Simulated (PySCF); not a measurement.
Species: Sn2(F)4.
Structure used (PBE0-D3(BJ)/def2-SVP), in Å, numbered top down from 1:
```xyz
6
Sn2F4 angstrom
Sn     0.297    0.468    1.619
F     -1.555    0.010    2.045
F      0.362   -1.207    0.277
Sn    -0.275   -0.497   -1.647
F      1.581   -0.045   -2.060
F     -0.347    1.176   -0.304
```

The calculation used PySCF 2.14.0, PBE0-D3(BJ)/def2-SVP geometry optimisation, gas phase, def2 core potentials past Kr.

Masses are those of the commonest isotopes; rigid-rotor values at the optimised geometry. The values belong to one conformer.

(1) What are A, B and C (GHz)?

(2) Classify the top.

(3) What does the inertial defect say?

(4) Give the other two planar moments, Paa and Pbb, and the rms extents of the mass along the axes.

(5) List the rotational levels J(Ka,Kc) to J = 4 (MHz).

## Answers

(1) Ia = 184.53, Ib = 908.06, Ic = 968.79 u·Å²; 505379 MHz·u·Å²/I gives 2739, 556.5 and 521.7 MHz, that is A = 2.7388, B = 0.5565, C = 0.5217 GHz.

(2) A near-prolate asymmetric top; Ray's κ = -0.969.

(3) Not planar: Δ = Ic − Ia − Ib = -123.80 u·Å². For a rigid frame Δ = −2 Σ m c², so Σ m c² = 61.90 u·Å² lies off the ab plane. The atom farthest from that plane is 1.28 Å away.

(4) Paa = Σ m a² = (Ib + Ic − Ia)/2 = 846.16 and Pbb = Σ m b² = (Ia + Ic − Ib)/2 = 122.63 u·Å². With the mass M = 315.80 u, the rms extents √(P/M) along a, b and c are 1.64, 0.62, 0.44 Å.

(5) Above 0(0,0):
J = 1: 1(0,1) 1078, 1(1,1) 3260, 1(1,0) 3295
J = 2: 2(0,2) 3234, 2(1,2) 5382, 2(1,1) 5487, 2(2,1) 12033, 2(2,0) 12034
J = 3: 3(0,3) 6467, 3(1,3) 8564, 3(1,2) 8773, 3(2,2) 15268, 3(2,1) 15270, 3(3,1) 26266, 3(3,0) 26266
J = 4: 4(0,4) 10776, 4(1,4) 12806, 4(1,3) 13155, 4(2,3) 19580, 4(2,2) 19587, 4(3,2) 30580, 4(3,1) 30580, 4(4,1) 45977, 4(4,0) 45977
Those of J = 1 are B + C, A + C and A + B.

The point group C2h allows no dipole (computed: 0.02 D), so a rigid rotor has no electric-dipole lines.

Estimate the classical rotational partition function at 25 K, 50 K and 100 K.

Point group C2h, symmetry number σ = 2; q = (√π/σ)·√((kT/h)³/(ABC)), k/h = 20836.6 MHz/K: 11800 at 25 K, 33400 at 50 K, 94500 at 100 K.

No frequency check. Zero-point vibration and centrifugal distortion are left out.
